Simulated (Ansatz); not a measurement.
Geometry optimisation of BMe2(OH) (C2H7BO).

```yaml
crystal:
  periodic: [false, false, false]
  atoms:
    - {symbol: B, position_ang: [-0.125440, -0.387460, 0.039630]}
    - {symbol: C, position_ang: [1.456280, -0.334730, -0.104150]}
    - {symbol: H, position_ang: [1.765010, 0.288850, -0.939650]}
    - {symbol: H, position_ang: [1.888220, -1.321710, -0.239900]}
    - {symbol: H, position_ang: [1.904240, 0.099080, 0.787380]}
    - {symbol: C, position_ang: [-0.984830, 0.957000, 0.013150]}
    - {symbol: H, position_ang: [-2.034220, 0.803290, 0.260980]}
    - {symbol: H, position_ang: [-0.949490, 1.411380, -0.975170]}
    - {symbol: H, position_ang: [-0.588610, 1.698030, 0.702780]}
    - {symbol: O, position_ang: [-0.688980, -1.594020, 0.180280]}
    - {symbol: H, position_ang: [-1.642190, -1.619720, 0.274670]}
basis:
  gaussian: {orbitals: def2-SVP}
hamiltonian: {xc: pbe0, dispersion: d4}
scf: {omitted_lower_state_checks: [starts]}
output: {orbitals: {seedname: orbitals}}
relax: {f_tol: 0.02, max_steps: 100}
```

```sh
$ ansatz run in.yaml --threads 4 --pin off --events-out ev --progress --plain --max-ram 3916MiB
```

Output, abridged:

```
Functional definition: PBE0
  name "PBE0"
  cite "Adamo & Barone, J. Chem. Phys. 110, 6158 (1999) doi:10.1063/1.478522"
  cite "Perdew, Burke & Ernzerhof, Phys. Rev. Lett. 77, 3865 (1996) doi:10.1103/PhysRevLett.77.3865"
  parent pbe
  parameter a = 0.25
  parameter kappa = 0.804
  parameter beta = 0.06672455060314922
  exchange = (1 - a)*pbe_x(kappa = kappa, mu = beta*pi^2/3) + a*exact_x
  correlation = pbe_c(beta = beta)
these checks for a lower state are left out or cut short: starts
mean field -4904.02932613 eV, -180.2197536648 hartree, gradient 1.9e-5 eV, S^2 0.000000; 0 other end points of the search recorded, 0 dependent functions left out
the calculation of the forces begins
relax step   1: F+E_penalty+E_count = -4904.15954790 eV  Δ(F+E_penalty+E_count) = +0.000e0 eV  max|allowed force component| = 1.152e0 eV/Å  Δτ_max = 0.0000 Å  (23 SCF iters, accepted)
these checks for a lower state are left out or cut short: starts, cluster_reference, orbital_swaps, neighbouring_geometries, increment
mean field -4904.06740173 eV, -180.2211529172 hartree, gradient 3.1e-5 eV, S^2 0.000000; 0 other end points of the search recorded, 0 dependent functions left out
the calculation of the forces begins
relax step   2: F+E_penalty+E_count = -4904.19771268 eV  Δ(F+E_penalty+E_count) = -3.816e-2 eV  max|allowed force component| = 5.654e-1 eV/Å  Δτ_max = 0.0176 Å  (24 SCF iters, accepted)
these checks for a lower state are left out or cut short: starts, cluster_reference, orbital_swaps, neighbouring_geometries, increment
mean field -4904.07522913 eV, -180.2214405688 hartree, gradient 3.3e-5 eV, S^2 0.000000; 0 other end points of the search recorded, 0 dependent functions left out
the calculation of the forces begins
relax step   3: F+E_penalty+E_count = -4904.20563904 eV  Δ(F+E_penalty+E_count) = -7.926e-3 eV  max|allowed force component| = 1.201e-1 eV/Å  Δτ_max = 0.0134 Å  (24 SCF iters, accepted)
these checks for a lower state are left out or cut short: starts, cluster_reference, orbital_swaps, neighbouring_geometries, increment
mean field -4904.07693397 eV, -180.2215032205 hartree, gradient 3.3e-5 eV, S^2 0.000000; 0 other end points of the search recorded, 0 dependent functions left out
the calculation of the forces begins
relax step   4: F+E_penalty+E_count = -4904.20738815 eV  Δ(F+E_penalty+E_count) = -1.749e-3 eV  max|allowed force component| = 2.365e-2 eV/Å  Δτ_max = 0.0294 Å  (24 SCF iters, accepted)
these checks for a lower state are left out or cut short: starts, cluster_reference, orbital_swaps, neighbouring_geometries, increment
mean field -4904.07701168 eV, -180.2215060765 hartree, gradient 3.3e-5 eV, S^2 0.000000; 0 other end points of the search recorded, 0 dependent functions left out
the calculation of the forces begins
relax step   5: F+E_penalty+E_count = -4904.20743680 eV  Δ(F+E_penalty+E_count) = -4.865e-5 eV  max|allowed force component| = 1.870e-2 eV/Å  Δτ_max = 0.0090 Å  (24 SCF iters, accepted)
these checks for a lower state are left out or cut short: starts
mean field -4904.07701168 eV, -180.2215060765 hartree, gradient 3.3e-5 eV, S^2 0.000000; 0 other end points of the search recorded, 0 dependent functions left out
the calculation of the forces begins
Total energy: -4904.20746140 eV, -180.2263000153 hartree
Atom 0 at    -0.114737    -0.382583     0.036282 Å, force    -0.016966     0.006565    -0.016969 eV/Å
Atom 1 at     1.452075    -0.338501    -0.112805 Å, force     0.003933    -0.006965     0.018703 eV/Å
Atom 2 at     1.769018     0.315728    -0.941121 Å, force    -0.007833     0.000855    -0.002371 eV/Å
Atom 3 at     1.893839    -1.335358    -0.253389 Å, force     0.004241    -0.003526    -0.004485 eV/Å
Atom 4 at     1.890855     0.100271     0.800933 Å, force     0.004153     0.000726     0.001573 eV/Å
Atom 5 at    -0.989115     0.935665     0.016579 Å, force    -0.002320     0.005314     0.000553 eV/Å
Atom 6 at    -2.054495     0.789094     0.258847 Å, force     0.003295    -0.003288     0.000987 eV/Å
Atom 7 at    -0.935686     1.394916    -0.986043 Å, force     0.001705    -0.001495    -0.000006 eV/Å
Atom 8 at    -0.581234     1.688825     0.710716 Å, force     0.000068     0.000351    -0.000224 eV/Å
Atom 9 at    -0.687071    -1.608246     0.184751 Å, force     0.004778    -0.000695    -0.003384 eV/Å
Atom 10 at    -1.643459    -1.559821     0.285251 Å, force     0.004946     0.002158     0.005622 eV/Å
Dipole moment:    -0.262185     0.154051     0.019761 e Å
Checks for a lower state left out: starts
```

Run time 4.4 s (4 threads of Arm Neoverse V2 on a shared host).
